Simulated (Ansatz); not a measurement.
Saddle point of ZnH3SOF, closed shell (ZnHOF ([OH][Zn][F]) + H₂S → ZnH₂SO ([OH][Zn][SH]) + HF; bonds formed: F2–H4; dative contacts that become bonds: Zn1–S5; bonds broken: Zn1–F2, H4–S5), PBE0-D4/def2-TZVP structure:

```xyz
7
angstrom
Zn -0.0929 -0.5439 -0.0455
F 0.4863 0.2473 1.6223
O -0.0799 -2.0652 -0.9826
H -0.0974 1.3041 1.0144
S -0.8420 1.7250 -0.2199
H 0.3545 -2.7917 -0.5309
H 0.2716 2.1243 -0.8578
```

Energies are electronic, without zero-point energy. Barriers and step energies count from the start structure reached by relaxing down the imaginary mode; all methods use the PBE0-D4 structures, on which another method's saddle can fall below an end. Ansatz 0.2.0; basis: def2-TZVPP, with def2-QZVPP for the basis limit; cores frozen in the correlated methods. The 3s and 3p shells of Cu and Zn are frozen; filled d shells are correlated. B3LYP uses VWN-RPA correlation. Extrapolation: Hartree–Fock as exp(−7.88 √X), correlation as X^−2.97.

| method | barrier (kcal/mol) | step energy (kcal/mol) |
| --- | --- | --- |
| SPW92 | -0.47 | -7.28 |
| PBE-D4 | 3.79 | -6.05 |
| BLYP-D4 | 6.93 | -3.48 |
| r2SCAN-D4 | 5.45 | -4.16 |
| B97M-V | 8.25 | -3.40 |
| PBE0-D4 | ? | -6.09 |
| B3LYP-D4 | 8.04 | -3.73 |
| r2SCAN0-D4 | 6.65 | -4.79 |
| BHLYP-D4 | ? | -3.12 |
| CAM-B3LYP-D4 | 8.42 | -2.98 |
| wB97X-V | 8.53 | -3.25 |
| wB97M-V | ? | -4.69 |
| B2PLYP | 8.12 | -3.95 |
| PBE-QIDH | 7.00 | -5.55 |
| RPA on PBE | 8.55 | -2.93 |
| HF | 15.99 | -1.34 |
| MP2 | 7.64 | -5.44 |
| CCSD | 10.04 | -3.53 |
| CCSD(T) | 8.32 | -4.18 |

Question: Fill in the withheld barriers. (An estimate is asked for; the value comes from the calculation.)

Answer: Computed: BHLYP-D4 10.29; wB97M-V 7.92; PBE0-D4 5.67 kcal/mol. Each is the energy of the saddle less that of the start structure, by the same method.

For comparison, the barrier by CCSD(T) at an estimated basis limit (MP2 extrapolated from triple and quadruple zeta, plus CCSD(T) − MP2 in triple zeta) is 8.52 kcal/mol.

T1 diagnostic: at most 0.016.

Exchanges of this kind with a chalcogen hydride build sulfide and selenide films.

Labels in which every atom is bracketed show which atoms are joined, not bond orders.

For scale, one of the runs: CCSD(T)/def2-TZVPP, 210 basis functions, launched by `ansatz run in.yaml --threads 4 --pin off --events-out ev --progress --plain --max-ram 9574MiB`. Hardware: 4 CPU threads of an Arm Neoverse V1, shared host. Wall time 90 s; peak host memory 2.9 GiB.
